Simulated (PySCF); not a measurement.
**Working out the ionisation energy of Fe**

Fe [Ar] 3d6 4s2 (5D) → Fe⁺ [Ar] 3d6 4s1 (6D). Calculation: PySCF 2.14, in Sapporo-DKH3-DZP-2012 (6s4p3d1f, 40 functions); the spin-free X2C one-electron Hamiltonian (Gaussian nucleus). Frozen: [Ar]. Energies in hartree (1 hartree = 27.21139 eV):

```json
{"part": "UHF", "Fe (lower)": "-1271.316878", "Fe⁺ (upper)": "-1271.079251"}
{"part": "MP2 opposite-spin", "Fe (lower)": "-0.078878", "Fe⁺ (upper)": "-0.045096"}
{"part": "MP2 same-spin", "Fe (lower)": "-0.070274", "Fe⁺ (upper)": "-0.068792"}
```

Problem. What does Hartree-Fock give?

Solution. (-1271.079251) − (-1271.316878) = 0.237627 hartree = 6.466 eV.

Problem. What do MP2 and SCS-MP2 (6/5 opposite-spin, 1/3 same-spin) give?

Solution. The opposite-spin parts differ by 0.919 eV and the same-spin parts by 0.040 eV. MP2: 6.466 + (0.919) + (0.040) = 7.425 eV. SCS-MP2: 6.466 + 1.2 × (0.919) + (0.040)/3 = 7.582 eV.

Measured between the centres of the two terms (NIST): 7.904 eV, so MP2 (valence) is off by -0.479 eV.

A double-zeta basis recovers only part of the correlation energy.

What remains against the reference includes basis incompleteness, the frozen core and correlation beyond second order.
